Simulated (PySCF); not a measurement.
Species: PPAsSb tetrahedron, AsP2Sb.
Bonds: P1–P2, P1–As3, P1–Sb4, P2–As3, P2–Sb4, As3–Sb4.

Method: PBE0-D3(BJ)/def2-SVP geometry optimisation, gas phase, def2 core potentials past Kr in PySCF 2.14.0; density fitting, grid level 1; the optimiser is geomeTRIC in internal coordinates, started from a GFN2-xTB structure with every atom displaced at random (about 0.03 Å).

The end geometry, which sets the zero of energy:
```
atom  x, y, z in Å
P1     -1.1636    0.5093   -0.5508
P2     -0.4205   -0.9231    0.9802
As3     0.7254    1.0859    0.6867
Sb4     0.9420   -0.7626   -1.1467
```

Task: These geometries come from the run, each turned onto the end geometry. Order them by energy, lowest first.
A.
```
atom  x, y, z in Å
P1     -1.0926    0.4814   -0.4779
P2     -0.4525   -0.8761    0.9609
As3     0.6731    1.0669    0.6611
Sb4     0.9553   -0.7627   -1.1745
```
B.
```
atom  x, y, z in Å
P1     -1.1662    0.5128   -0.5616
P2     -0.4153   -0.9266    0.9879
As3     0.7265    1.0841    0.6901
Sb4     0.9382   -0.7607   -1.1468
```
C.
```
atom  x, y, z in Å
P1     -1.1396    0.4962   -0.5168
P2     -0.4387   -0.9036    0.9700
As3     0.7079    1.0861    0.6807
Sb4     0.9536   -0.7690   -1.1644
```
D.
```
atom  x, y, z in Å
P1     -1.1600    0.5047   -0.5409
P2     -0.4260   -0.9192    0.9735
As3     0.7244    1.0891    0.6855
Sb4     0.9449   -0.7651   -1.1486
```

Result: B (0.002 eV), D (0.006 eV), C (0.051 eV), A (0.334 eV).

In the order of the answer:

| step | E above end (eV) | largest force (eV/Å) | rms force component (eV/Å) | rms distance from end (Å) | rms bond change (Å) | bond most changed (Å) |
| --- | --- | --- | --- | --- | --- | --- |
| 6 | 0.002 | 0.27 | 0.107 | 0.008 | 0.009 | P1–P2 +0.020 |
| 2 | 0.006 | 0.31 | 0.119 | 0.008 | 0.009 | P1–P2 -0.020 |
| 1 | 0.051 | 1.30 | 0.503 | 0.030 | 0.036 | P1–P2 -0.065 |
| 0 | 0.334 | 3.95 | 1.561 | 0.070 | 0.091 | P1–As3 -0.149 |

What follows is the cost of the whole optimisation. The run took 43 s wall on one thread of an Arm Neoverse V1, on a shared host, and the process peaked at 0.38 GiB of memory.
